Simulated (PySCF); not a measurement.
Species: C3H12N2O2Si2.
Geometry (GFN2-xTB, Å), atoms numbered from 1 in this order:
```
atom  x, y, z in Å
C1    -1.098   -0.040    1.913
N2    -1.256   -0.854    0.969
C3    -0.955   -0.533   -0.367
O4    -0.862    0.843   -0.698
C5    -2.110    1.475   -0.845
Si6    0.767   -1.286   -0.778
N7     1.078   -0.798   -2.393
O8     1.835   -0.761    0.321
Si9    2.418    0.169    1.517
H10   -0.770    0.995    1.796
H11   -1.309   -0.383    2.916
H12   -1.717   -1.017   -0.993
H13   -2.678    1.024   -1.668
H14   -2.711    1.409    0.069
H15   -1.909    2.522   -1.071
H16    0.792   -2.736   -0.663
H17    1.988   -0.962   -2.790
H18    0.710    0.087   -2.706
H19    2.059    1.566    1.272
H20    1.858   -0.321    2.775
H21    3.863   -0.036    1.425
```

Computed at PBE0/pcSseg-1 (PySCF, non-relativistic), with Q(14N) = 0.02044 b, Q(17O) = −0.0256 b: N2, 14N (I = 1): χzz = -5.489 MHz, η = 0.480; O4, 17O (I = 5/2): χzz = -11.87 MHz, η = 0.905; N7, 14N (I = 1): χzz = -4.386 MHz, η = 0.330; O8, 17O (I = 5/2): χzz = -6.428 MHz, η = 0.123.

(1) Where would the pure quadrupole (NQR) lines of 14N at N2 fall for the rigid, isolated species?

(2) Where would the pure quadrupole (NQR) lines of 17O at O4 fall for the rigid, isolated species?

(3) Find the zero-field quadrupole resonance frequencies of 14N at N7.

(4) Where would the pure quadrupole (NQR) lines of 17O at O8 fall for the rigid, isolated species?

## Answers

(1) From ν± = (3/4)|χ|(1 ± η/3) and ν0 = |χ|η/2: ν+ 4.775 MHz, ν− 3.459 MHz, ν0 1.316 MHz (imine nitrogen).

(2) From the eigenvalues of H = χ/[4I(2I − 1)] × [3Iz² − I(I + 1) + η(Ix² − Iy²)], steps between neighbouring levels, labelled as for η = 0: ±1/2↔±3/2 2.947 MHz, ±3/2↔±5/2 3.189 MHz (ether oxygen).

(3) From ν± = (3/4)|χ|(1 ± η/3) and ν0 = |χ|η/2: ν+ 3.651 MHz, ν− 2.928 MHz, ν0 0.723 MHz (silicon-bound nitrogen).

(4) From the eigenvalues of H = χ/[4I(2I − 1)] × [3Iz² − I(I + 1) + η(Ix² − Iy²)], steps between neighbouring levels, labelled as for η = 0: ±1/2↔±3/2 0.980 MHz, ±3/2↔±5/2 1.922 MHz (siloxane oxygen).

In a crystal, neighbours and librations shift these lines. GFN2-xTB bond lengths can be off by several hundredths of an ångström, more for odd bonds, and the gradients follow them. With so small a basis the couplings can be 20 % off.

These values come from a run that also computed NMR shieldings. The run took 2.0 min wall (with the writing of density and orbital grids) on an Arm Neoverse N1 with one thread, no GPU, shared host with 64 logical CPUs at a one-minute load of 60, and the process peaked at 1.1 GiB of memory.

One conformer stands for the species.
